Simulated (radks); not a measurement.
The rhenium ion Re2+ inside a hard spherical wall (all orbitals vanish at R), configuration held at [Xe] 4f14 5d5 and not refilled when levels cross. Calculated with a radial shooting solver on a logarithmic mesh with Libxc functionals: scalar-relativistic Kohn-Sham, LDA (Slater exchange, VWN5 correlation), spin-polarised, spherical densities, finite nucleus; open shells are filled with parallel spins first (spin-orbit coupling, left out, can overturn this in heavy ions); Fermi nuclear charge, rms radius 5.3698 fm. Eigenvalues in eV for spin up, with the zero of energy where the potential of the charges vanishes at infinity; a dash marks a level that is unbound or too diffuse for the functional's potential to be trusted. A positive occupied level is held by the wall or, in an anion where self-interaction has pushed it up, behind a barrier. The pressure on the wall is -dE/dV.

| R (bohr) | E (hartree) | kinetic (hartree) | e(5s) | e(5p) | e(4f) | e(5d) | e(6s, empty) | e(6p, empty) | pressure (GPa) |
|---|---|---|---|---|---|---|---|---|---|
| free | -16679.0298 | 18419.552 | -102.86 | -64.857 | -59.259 | -22.835 | -21.212 | -14.065 | 0 |
| 20 | -16679.0298 | 18419.552 | -102.86 | -64.857 | -59.259 | -22.835 | -21.212 | -14.065 | < 0.0001 |
| 10 | -16679.0298 | 18419.552 | -102.86 | -64.857 | -59.259 | -22.835 | -21.212 | -14.064 | < 0.0001 |
| 7 | -16679.0296 | 18419.554 | -102.84 | -64.846 | -59.247 | -22.825 | -21.192 | -13.934 | 0.0187 |
| 5 | -16679.0174 | 18419.663 | -102.44 | -64.468 | -58.820 | -22.460 | -20.442 | -12.030 | 2.37 |
| 4 | -16678.9371 | 18420.181 | -100.97 | -63.096 | -57.212 | -20.973 | -17.264 | -6.411 | 27.0 |
| 3.5 | -16678.7776 | 18421.049 | -99.083 | -61.342 | -55.098 | -18.830 | -12.443 | 1.003 | 97.3 |
| 2.5 | -16676.8432 | 18430.336 | -87.933 | -50.144 | -41.863 | -3.098 | 25.528 | 51.198 | 1950 |
| 1.5 | -16643.8490 | 18559.533 | -4.416 | 48.393 | 40.240 | 125.86 | 331.02 | 393.72 | 120000 |
